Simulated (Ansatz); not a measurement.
`CC(C)[O][Ge][Cl]` and `CC(C)OBS` differ in one atom or group.

Ansatz, PBE0-D4/def2-TZVP geometries, multiplicity 1. Each molecule was computed in one conformer, which needn't be the lowest.

Scalar relativity is left out up to krypton.

| property | `CC(C)[O][Ge][Cl]` |
| --- | --- |
| size of the dipole moment (PBE/def2-TZVPP) / D | 1.59 |
| HOMO–LUMO gap (PBE0/def2-TZVPP) / eV | 5.60 |
| HOMO energy (PBE/def2-TZVPP) / eV | -6.57 |
| HOMO energy (ωB97M-V/def2-TZVPP) / eV | -9.90 |
| LUMO energy (B3LYP/def2-TZVPP) / eV | -2.37 |
| HOMO energy (PBE0/def2-TZVPP) / eV | -7.75 |

Problem. Give the same properties after the change, and the shifts. (Estimate.)

Solution. Ansatz gave: 
| property | `CC(C)OBS` | shift |
| --- | --- | --- |
| size of the dipole moment (PBE/def2-TZVPP) / D | 2.30 | 0.71 |
| HOMO–LUMO gap (PBE0/def2-TZVPP) / eV | 7.53 | 1.93 |
| HOMO energy (PBE/def2-TZVPP) / eV | -6.25 | 0.32 |
| HOMO energy (ωB97M-V/def2-TZVPP) / eV | -9.66 | 0.24 |
| LUMO energy (B3LYP/def2-TZVPP) / eV | -0.16 | 2.21 |
| HOMO energy (PBE0/def2-TZVPP) / eV | -7.47 | 0.28 |

With PBE0 the HOMO rises by 0.28 eV and the LUMO rises by 2.21 eV, so the gap widens by about 1.93 eV. PBE moves the HOMO by 0.32 eV and ωB97M-V by 0.24 eV. Dipoles are sizes alone; their direction can turn.

Positive LUMOs are unbound, so they and the gaps depend on the basis.

B3LYP here is the variant with VWN-RPA as its local correlation; programs differ in this.
